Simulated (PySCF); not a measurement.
**Gas-phase XPS of `C[N](C)[GeH2][SiH3]`, computed**

C2H11GeNSi.
Structure used (PBE0-D3(BJ)/def2-SVP), in Å, numbered top down from 1:
```xyz
16
C2H11GeNSi angstrom
C     -1.5946    1.4648   -0.0584
N     -1.2413    0.1344   -0.4822
C     -1.7868   -0.9026    0.3551
Ge     0.4531   -0.1211   -1.1689
Si     2.1574   -0.0151    0.5167
H     -1.2187    1.7323    0.9538
H     -2.6942    1.5785   -0.0335
H     -1.2068    2.2145   -0.7659
H     -1.4340   -0.8641    1.4094
H     -2.8897   -0.8316    0.3820
H     -1.5339   -1.8977   -0.0437
H      0.6633    0.9824   -2.2252
H      0.4498   -1.5119   -1.8363
H      3.5198   -0.2162   -0.0681
H      1.9224   -1.0684    1.5534
H      2.1239    1.3182    1.1960
```

Computed, not measured: delta-SCF UKS SCAN, pcX-2 on the ionised atom, pcseg-1 elsewhere, spin-free X2C in PySCF 2.14.0. Binding energies are ΔSCF values: E(core-ionised, relaxed orbitals) − E(ground state) at a fixed geometry, referred to the vacuum level.

Q: List the computed XPS lines with their assignment.

A: 
| atom(s) | bonded to | level | binding energy (eV) | 2p1/2 (eV) | count |
| --- | --- | --- | --- | --- | --- |
| C1/C3 | N and 3 H | C 1s | 291.31 | – | 2 |
| N2 | 2 C and Ge | N 1s | 403.98 | – | 1 |
| Si5 | 3 H and Ge | Si 2p3/2 | 106.30 | 106.92 | 1 |
| Si5 | 3 H and Ge | Si 1s | 1846.00 | – | 1 |

Q: Which photon energy gives electrons from Si 1s of Si5 a kinetic energy of 20 eV, and what is their de Broglie wavelength?

A: hν = 1846.00 + 20 = 1866.00 eV, recoil neglected; λ = 12.264 Å/√(E/eV) = 2.74 Å.

Atoms equivalent by their bonding share one computed value, that of the first of them. The 2p values add to the ΔSCF energy of one spin-free hole a correction within the shell (spin–orbit coupling, ligand field). 2p1/2 minus 2p3/2 (ligand field included): Si 0.62 eV. No level of germanium is listed. One conformer (not necessarily the lowest) at the PBE0-D3(BJ)/def2-SVP geometry, without solvent, vibrations or thermal averaging.
